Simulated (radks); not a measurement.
Neutral terbium inside a hard spherical wall (all orbitals vanish at R), configuration held at [Xe] 4f9 6s2 and not refilled when levels cross. All-electron calculation, scalar-relativistic Kohn-Sham, PBE, spin-polarised, spherical densities, finite nucleus; open shells are filled with parallel spins first (spin-orbit coupling, left out, can overturn this in heavy ions); Fermi nuclear charge, rms radius 5.06 fm. Program: a radial shooting solver on a logarithmic mesh with Libxc functionals. Eigenvalues in eV for spin up, with the zero of energy where the potential of the charges vanishes at infinity; a dash marks a level that is unbound or too diffuse for the functional's potential to be trusted. A positive occupied level is held by the wall or, in an anion where self-interaction has pushed it up, behind a barrier. The pressure on the wall is -dE/dV.

R (bohr)  E (hartree)  kinetic (hartree)    e(5s)    e(5p)   e(4f)   e(6s)  e(5d, empty)  e(6p, empty)  pressure (GPa)
free      -11708.1829          12599.446  -48.408  -25.522  -4.467  -3.781        -1.477        -1.198               0
15        -11708.1829          12599.447  -48.404  -25.518  -4.464  -3.779        -1.474        -1.182        0.000220
8         -11708.1646          12599.566  -47.689  -24.814  -3.758  -3.155        -0.804         0.092           0.615
7         -11708.1371          12599.703  -47.078  -24.218  -3.150  -2.486        -0.204         1.243            2.00
4         -11707.2811          12602.958  -40.574  -18.047   3.825  11.057         7.784        20.936             157
3.5       -11706.4850          12605.960  -37.008  -14.534   8.016  21.360        12.830        34.373             437
3         -11704.6835          12612.636  -30.675   -7.873  15.695  41.828        22.333        59.483            1410
